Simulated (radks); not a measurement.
Task: These are the eigenvalues of the occupied orbitals of an atom or ion with whole-number occupations (eV). Calculated with a radial shooting solver on a logarithmic mesh with Libxc functionals: non-relativistic Kohn-Sham, PBE, spin-unpolarised, spherical densities, point nucleus.

| orbital | eigenvalue |
|---|---|
| 1s | -4403.370 |
| 2s | -502.7784 |
| 2p | -420.8961 |
| 3s | -85.7885 |
| 3p | -64.5727 |

Which element is it, and in what charge state? The configuration may be excited.

Result: Z = 21, scandium, charge +3: Sc3+ in [Ar]. The list shows which subshells hold electrons but not how many an open one holds; the 1s level, -161.82 hartree, gives Z - s = 18.0 by -(Z - s)^2/2, which with screening narrows Z to a few neighbours, and the depths of the outer levels then fix element, charge and occupations together.
